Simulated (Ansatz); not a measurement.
`O[SiH](O)C[SiH2]F` and `O[SiH2]C[SiH](O)O` differ in one atom or group.

Ansatz, PBE0-D4/def2-TZVP geometries, multiplicity 1. Each molecule was computed in one conformer, which needn't be the lowest.

```json
{"property": "size of the dipole moment (ωB97M-V/def2-TZVPP) / D", "`O[SiH](O)C[SiH2]F`": "1.11"}
{"property": "HOMO–LUMO gap (PBE/def2-TZVPP) / eV", "`O[SiH](O)C[SiH2]F`": "6.39"}
{"property": "LUMO energy (PBE0/def2-TZVPP) / eV", "`O[SiH](O)C[SiH2]F`": "0.11"}
{"property": "HOMO energy (PBE/def2-TZVPP) / eV", "`O[SiH](O)C[SiH2]F`": "-7.16"}
{"property": "size of the dipole moment (PBE/def2-TZVPP) / D", "`O[SiH](O)C[SiH2]F`": "1.05"}
{"property": "LUMO energy (PBE/def2-TZVPP) / eV", "`O[SiH](O)C[SiH2]F`": "-0.77"}
```

Problem. What does the change do to each property? (Best estimate.)

Solution. Computed: 
```csv
property,`O[SiH2]C[SiH](O)O`,shift
size of the dipole moment (ωB97M-V/def2-TZVPP) / D,1.66,0.55
HOMO–LUMO gap (PBE/def2-TZVPP) / eV,6.19,-0.20
LUMO energy (PBE0/def2-TZVPP) / eV,0.09,-0.02
HOMO energy (PBE/def2-TZVPP) / eV,-6.97,0.19
size of the dipole moment (PBE/def2-TZVPP) / D,1.60,0.55
LUMO energy (PBE/def2-TZVPP) / eV,-0.78,-0.01
```

Dipoles are sizes alone; their direction can turn.
